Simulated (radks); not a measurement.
Valence configurations of F2+ (all share [He]). Method: scalar-relativistic Kohn-Sham, PBE, spin-polarised, spherical densities, finite nucleus; open shells are filled with parallel spins first; Fermi nuclear charge, rms radius 2.8976 fm; computed with a radial shooting solver on a logarithmic mesh with Libxc functionals. Energies are relative to 2s2 2p3; eigenvalues in eV for spin up.

2s2 2p3: E (eV) 0.000; moment (Bohr magnetons) 3; e(2p) -51.566; e(2s) -70.445
2s1.5 2p3.5: E (eV) 9.489; moment (Bohr magnetons) 3; e(2p) -51.475; e(2s) -70.472
2s1 2p4: E (eV) 18.939; moment (Bohr magnetons) 3; e(2p) -51.383; e(2s) -70.496
2p5: E (eV) 42.931; moment (Bohr magnetons) 1; e(2p) -49.556

NIST lists [He] 2s2 2p3 as the ground configuration; this level of theory agrees among the configurations tried. The energies are those of spherical high-spin densities, not of single terms.
